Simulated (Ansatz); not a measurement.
Zn10H30Se10. The state is a singlet with charge 0. Geometry PBE-D4/def2-SVP; atoms count from 1.

```xyz
50

Zn   -0.847   -3.239   -0.488
Zn   -3.611   -0.237    2.903
Zn    2.251   -2.297    1.129
Zn    0.811    1.746    4.213
Zn   -4.655   -0.379    0.075
Zn    1.672   -1.229   -2.596
Zn   -1.833    2.554   -3.082
Zn   -0.510    0.945    0.337
Zn    2.894    2.285    2.128
Zn    0.964    3.412   -2.585
Se   -2.180   -2.382    1.661
Se   -2.757   -2.396   -2.098
Se    0.576   -1.212   -0.356
Se   -1.300    1.096    2.715
Se    1.603   -0.892    3.297
Se    4.194   -0.651    0.521
Se   -2.602    1.137   -0.963
Se   -0.258    0.224   -3.671
Se    3.308    0.836   -2.622
Se    1.294    2.545   -0.030
H    -0.526   -4.762   -0.559
H    -4.321    0.456    1.618
H    -3.813   -0.906    4.299
H     2.552   -3.800    1.414
H     0.641    1.377    5.720
H     1.504    2.754    3.145
H    -3.855   -1.816    0.088
H    -5.978    0.169   -0.569
H     2.161   -2.501   -3.363
H    -2.777    2.484   -4.323
H    -0.782    3.489   -2.255
H     2.957    0.629    2.162
H     4.026    3.375    2.106
H     1.225    1.946   -3.313
H     1.644    4.820   -2.730
H    -3.185   -3.431    1.965
H    -1.237   -2.981    2.694
H    -3.676   -3.529   -1.837
H    -2.164   -3.135   -3.273
H    -1.849    2.454    2.465
H     0.942   -1.977    4.138
H     2.845   -1.034    4.094
H     5.077   -0.761    1.706
H     5.039   -1.677   -0.210
H    -3.028    2.366   -0.247
H    -1.136   -0.909   -4.201
H     0.206    0.506   -5.051
H     3.353    0.815   -4.105
H     4.552   -0.024   -2.578
H     0.588    3.732    0.511
```

Single mean-field runs in def2-TZVP are fitted with def2-universal-jkfit.

Estimate the Mulliken populations of the heavy atoms from the PBE0/def2-TZVP orbitals of Ansatz.


```csv
atom,charge (e),d electrons
Zn1,0.20,10.06
Zn2,0.12,10.05
Zn3,0.16,10.06
Zn4,0.13,10.05
Zn5,0.06,10.05
Zn6,0.15,10.06
Zn7,0.15,10.05
Zn8,0.53,10.12
Zn9,0.05,10.05
Zn10,0.05,10.05
Se11,-0.21,–
Se12,-0.21,–
Se13,-0.31,–
Se14,-0.33,–
Se15,-0.22,–
Se16,-0.21,–
Se17,-0.33,–
Se18,-0.21,–
Se19,-0.16,–
Se20,-0.32,–
```
Mulliken values depend strongly on the basis.

And the Mayer bond orders between heavy atoms (over 0.3)?

Zn1–Se11 0.38 (2.67 Å); Zn1–Se12 0.46 (2.64 Å); Zn1–Se13 0.65 (2.48 Å); Zn2–Se14 0.43 (2.67 Å); Zn3–Se13 0.65 (2.49 Å); Zn3–Se15 0.40 (2.66 Å); Zn3–Se16 0.46 (2.62 Å); Zn4–Se14 0.43 (2.67 Å); Zn5–Se17 0.34 (2.76 Å); Zn6–Se13 0.63 (2.49 Å); Zn6–Se18 0.41 (2.64 Å); Zn6–Se19 0.49 (2.63 Å); Zn7–Se17 0.45 (2.66 Å); Zn8–Se13 0.47 (2.51 Å); Zn8–Se14 0.47 (2.51 Å); Zn8–Se17 0.54 (2.47 Å); Zn8–Se20 0.59 (2.44 Å); Zn9–Se20 0.39 (2.70 Å); Zn10–Se20 0.37 (2.72 Å).
